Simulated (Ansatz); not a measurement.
`N[CH2][GeH3]` + `N[SiH3]` → `[SiH3][NH][GeH3]` + CH₃NH₂ at 298.15 K and 1 bar (ligand exchange at a Ge–C bond).

Gas-phase electronic energies from Ansatz, PBE0-D4/def2-TZVP geometries. CCSD(T)/CBS adds triple-zeta CCSD(T) − MP2 to the extrapolated MP2 energy (def2 sets, frozen cores). This one scheme is used for every species. For Ge outer-core shells are correlated without core-valence functions, which leaves a few kJ/mol of doubt a bond. Scalar relativity is left out up to krypton. Each species was taken in one conformer, which may not be the lowest.

| species | CCSD(T)/CBS energy (Eh) | H − E (kJ/mol) | S (J/(mol·K)) |
| --- | --- | --- | --- |
| `N[CH2][GeH3]` | -2173.05667 | 220.9 | 308.3 |
| `N[SiH3]` | -346.80422 | 145.7 | 264.3 |
| `[SiH3][NH][GeH3]` | -2424.11992 | 188.2 | 342.8 |
| CH₃NH₂ | -95.75281 | 180.0 | 240.4 |

H − E and S are ideal-gas, rigid-rotor, harmonic terms from PBE0-D4/def2-TZVP, for one conformer and one mirror image of each species. 1 Eh = 2625.50 kJ/mol, R = 8.31446 J/(mol·K).

Q: By hand: ΔE, ΔH, ΔS and ΔG.

A: ΔE = (-2424.11992) + (-95.75281) − (-2173.05667) − (-346.80422) = -0.01184 Eh = -31.1 kJ/mol. Δ(H − E) = 188.2 + 180.0 − 220.9 − 145.7 = 1.6, so ΔH = -29.5 kJ/mol. ΔS = 342.8 + 240.4 − 308.3 − 264.3 = 10.6 J/(mol·K). ΔG = -29.5 − 298.15 × (10.6)/1000 = -32.7 kJ/mol.

Q: By hand: the equilibrium constant, and the temperature at which ΔG would vanish if ΔH and ΔS stayed fixed.

A: log₁₀ K = −ΔG/(RT ln 10) = 5.7. ΔH and −TΔS have one sign here, so there is no such temperature.

The number of gas molecules stays the same, so ΔS is small and ΔH decides. A doubt of 5 kJ/mol in ΔE shifts log₁₀ K by 0.9 here. Other conformers and mirror images would add mixing entropy, several J/(mol·K) or more a flexible species. Modes under 60 cm⁻¹, often nearly free rotors, make the harmonic entropy too high. These are equilibria of isolated gas molecules and say nothing of rates. Largest T1 diagnostic: 0.011 (customary marks: 0.02 for closed shells, 0.045 for open ones).

ΔS is within the doubt of such terms, so its sign, and with it that verdict, could turn.
